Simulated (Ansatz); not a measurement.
Wavefunction ladder for CH$_{6}$ClNSSi, SMILES `NC(S)[SiH2]Cl`

Z-matrix (Å, degrees):
```
C
S 1 1.805
Si 1 1.897 2 105.5
N 1 1.453 2 111.5 3 -126.8
H 1 1.095 2 107.9 3 114.1
H 2 1.345 1 97.1 3 -165.8
Cl 3 2.063 1 106.7 2 -171.1
H 3 1.483 1 110.4 2 -54.4
H 3 1.481 1 112.8 2 70.9
H 4 1.014 1 110.4 2 55.4
H 4 1.015 1 110.5 2 174.7
```

Charge 0, multiplicity 1. The structure was optimised at the PBE0-D4/def2-TZVP level. It is one conformer, not always the lowest. Frozen core, restricted reference, the Gaussian-basis code of Ansatz. CBS rows extrapolate triple and quadruple zeta; past MP2 they add the triple-zeta difference.

```json
{"basis": "def2-SVP", "HF (Eh)": "-1241.37702", "MP2 corr.": "-0.67587", "CCSD corr.": "-0.73846", "(T)": "-0.02052", "CCSD(T) total": "-1242.13600"}
{"basis": "def2-TZVPP", "HF (Eh)": "-1241.88970", "MP2 corr.": "-0.87873", "CCSD corr.": "-0.93968", "(T)": "-0.04031", "CCSD(T) total": "-1242.86969"}
{"basis": "def2-QZVPP", "HF (Eh)": "-1241.92746", "MP2 corr.": "-0.95060", "CCSD corr.": "–", "(T)": "–", "CCSD(T) total": "–"}
{"basis": "CBS(def2)", "HF (Eh)": "-1241.93266", "MP2 corr.": "-1.00384", "CCSD corr.": "-1.06479", "(T)": "as TZ", "CCSD(T) total": "-1243.03776"}
```
